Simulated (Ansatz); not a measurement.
One change: `[OH][Zr]([OH])([Cl])[Cl]` becomes `[NH2][Zr]([OH])([Cl])[Cl]`.

Ansatz, PBE0-D4/def2-TZVP geometries, multiplicity 1. Each molecule was computed in one conformer, which needn't be the lowest.

Elements past krypton have def2 core potentials.

```json
{"property": "HOMO–LUMO gap (ωB97M-V/def2-TZVPP) / eV", "`[OH][Zr]([OH])([Cl])[Cl]`": "11.65"}
{"property": "HOMO energy (PBE/def2-TZVPP) / eV", "`[OH][Zr]([OH])([Cl])[Cl]`": "-7.52"}
{"property": "HOMO–LUMO gap (B3LYP/def2-TZVPP) / eV", "`[OH][Zr]([OH])([Cl])[Cl]`": "7.20"}
{"property": "HOMO–LUMO gap (PBE0/def2-TZVPP) / eV", "`[OH][Zr]([OH])([Cl])[Cl]`": "7.70"}
{"property": "LUMO energy (PBE/def2-TZVPP) / eV", "`[OH][Zr]([OH])([Cl])[Cl]`": "-2.05"}
{"property": "LUMO energy (PBE0/def2-TZVPP) / eV", "`[OH][Zr]([OH])([Cl])[Cl]`": "-1.23"}
```

Question: Give the same properties after the change, and the shifts. (An estimate is asked.)

Answer: Computed: 
```json
{"property": "HOMO–LUMO gap (ωB97M-V/def2-TZVPP) / eV", "`[NH2][Zr]([OH])([Cl])[Cl]`": "10.83", "shift": "-0.82"}
{"property": "HOMO energy (PBE/def2-TZVPP) / eV", "`[NH2][Zr]([OH])([Cl])[Cl]`": "-6.59", "shift": "0.93"}
{"property": "HOMO–LUMO gap (B3LYP/def2-TZVPP) / eV", "`[NH2][Zr]([OH])([Cl])[Cl]`": "6.15", "shift": "-1.05"}
{"property": "HOMO–LUMO gap (PBE0/def2-TZVPP) / eV", "`[NH2][Zr]([OH])([Cl])[Cl]`": "6.63", "shift": "-1.07"}
{"property": "LUMO energy (PBE/def2-TZVPP) / eV", "`[NH2][Zr]([OH])([Cl])[Cl]`": "-2.20", "shift": "-0.15"}
{"property": "LUMO energy (PBE0/def2-TZVPP) / eV", "`[NH2][Zr]([OH])([Cl])[Cl]`": "-1.34", "shift": "-0.11"}
```

With PBE0 the HOMO rises by 0.96 eV and the LUMO falls by 0.11 eV, so the gap narrows by about 1.07 eV. PBE moves the HOMO by 0.93 eV and ωB97M-V by 0.90 eV. The zero-point energy changes by 32.4 kJ/mol with +3 modes.

B3LYP here is the variant with VWN-RPA as its local correlation; programs differ in this.
